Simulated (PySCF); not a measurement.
First SCF of a structure search on doublet BiSe2, at a hand-made side-on geometry. PySCF input:

```python
from pyscf import gto, scf, dft
mol = gto.M(atom='''
Bi     0.000000     0.000000     0.000000
Se     1.170000     0.000000     2.488800
Se    -1.170000     0.000000     2.488800''',
    basis={'Bi': 'def2-SVP', 'Se': 'def2-SVP'},
    ecp={'Bi': 'def2-SVP'},
    charge=0, spin=1)
mf = dft.UKS(mol, xc='PBE0')
mf.grids.atom_grid = (50, 194)
aux = {'Bi': 'def2-universal-JKFIT', 'Se': 'def2-universal-JKFIT'}
mf = mf.density_fit(auxbasis=aux)
mf.conv_tol = 1e-08
mf.diis_space = 10
mf.max_cycle = 60
mf.init_guess = 'minao'
mf.verbose = 4
mf.kernel()
```

Excerpt of the output (cycles alone):

```
init E= -4988.51329040341
cycle= 1 E= -5013.74060492015  delta_E= -25.2  |g|= 1.79  |ddm|= 9.52
cycle= 2 E= -4959.49717963961  delta_E= 54.2  |g|= 8.62  |ddm|= 17.1
cycle= 3 E= -5013.09481341131  delta_E= -53.6  |g|= 1.79  |ddm|= 15.5
cycle= 4 E= -5016.56018116088  delta_E= -3.47  |g|= 0.388  |ddm|=  3.6
cycle= 5 E= -5016.59333930256  delta_E= -0.0332  |g|= 0.265  |ddm|= 0.913
cycle= 6 E= -5016.63217976859  delta_E= -0.0388  |g|= 0.0504  |ddm|= 0.29
cycle= 7 E= -5016.63447030295  delta_E= -0.00229  |g|= 0.0145  |ddm|= 0.0796
cycle= 8 E= -5016.63464142065  delta_E= -0.000171  |g|= 0.00508  |ddm|= 0.0304
cycle= 9 E= -5016.63468284151  delta_E= -4.14e-05  |g|= 0.00186  |ddm|= 0.0119
cycle= 10 E= -5016.63471181602  delta_E= -2.9e-05  |g|= 0.00076  |ddm|= 0.0179
cycle= 11 E= -5016.63471755775  delta_E= -5.74e-06  |g|= 0.000224  |ddm|= 0.0107
cycle= 12 E= -5016.6347177113  delta_E= -1.54e-07  |g|= 6.36e-05  |ddm|= 0.00148
cycle= 13 E= -5016.6347177238  delta_E= -1.25e-08  |g|= 1.84e-05  |ddm|= 0.00041
cycle= 14 E= -5016.63471772458  delta_E= -7.75e-10  |g|= 3.46e-06  |ddm|= 0.000103
Extra cycle  E= -5016.63471772459  delta_E= -1.46e-11  |g|= 4.92e-06  |ddm|= 1.54e-05
converged SCF energy = -5016.63471772459  <S^2> = 0.76118716  2S+1 = 2.011156
```

No lower solution of this spin was found from smeared starts or by a stability analysis within the unrestricted form.

With an element this heavy the missing spin–orbit coupling can shift these numbers.

The search for the lowest solution, 3 starts and the stability check together, took 20 s on 2 threads of a shared Arm Neoverse V2 host, with 90 basis functions; the process peaked at 0.39 GiB.
